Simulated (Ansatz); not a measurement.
CH₃Cl₂FOSW (`C[O][W]([F])(=[S])([Cl])[Cl]`). The species carries charge 0 and has multiplicity 1. W takes the def2 core potential.

```xyz
10

C     0.0925   -0.8054   -1.5885
O    -0.5004   -0.3924   -0.3916
W    -0.2006    0.4935    1.1914
F    -0.0788   -1.1700    2.0294
S    -2.0685    1.2985    1.7102
Cl    1.1947    1.2040    2.8652
Cl    0.8327    2.0941   -0.1177
H     0.7598   -1.6519   -1.4075
H     0.6635    0.0305   -2.0073
H    -0.6949   -1.1010   -2.2836
```

Question: List the harmonic frequencies (cm⁻¹, unscaled) at PBE0-D4/def2-TZVP in Ansatz. (Best estimate.)

Answer: Computed: 35, 76, 113, 130, 165, 189, 190, 234, 265, 338, 360, 395, 573, 585, 658, 1153, 1165, 1188, 1457, 1475, 1487, 3029, 3110, 3136.

Question: Is this a minimum?

Answer: Yes, all 24 modes are real.

Question: Give the ideal-gas thermochemistry at 298.15 K and 1 bar (rigid rotor, harmonic oscillator; point group C1, symmetry number 1).

Answer: Zero-point energy 128.6 kJ/mol; H(298) − E = 157.9 kJ/mol; entropy 437.5 J/(mol·K), of which translation 181.4, rotation 126.4, vibration 129.6; G(298) − E = 27.5 kJ/mol. Modes under 100 cm⁻¹ are hindered rotations or soft bends, so the harmonic entropy is rough.

Question: And at 400, 500, 600, 800 and 1000 K?

Answer: 
| T (K) | H − E (kJ/mol) | S (J/mol/K) | G − E (kJ/mol) |
| --- | --- | --- | --- |
| 400 | 173.0 | 480.8 | -19.4 |
| 500 | 189.0 | 516.6 | -69.3 |
| 600 | 206.1 | 547.8 | -122.5 |
| 800 | 242.7 | 600.2 | -237.5 |
| 1000 | 281.5 | 643.5 | -362.0 |
